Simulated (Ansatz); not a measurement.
Q: Name a neutral molecule of B, C, F, O, Se and H with HOMO energy (B3LYP/def2-TZVPP) between -7.25 and -6.95 eV and LUMO energy (PBE/def2-TZVPP) between -3.20 and -2.90 eV (Ansatz, PBE0-D4/def2-TZVP geometry).

A: `B[C@@H]1O[C@@]1(F)[SeH]` (-7.07 eV, -3.15 eV). Other molecules can fit too; these were computed, each in one conformer that needn't be the lowest.

B3LYP here is the variant with VWN-RPA as its local correlation; programs differ in this.
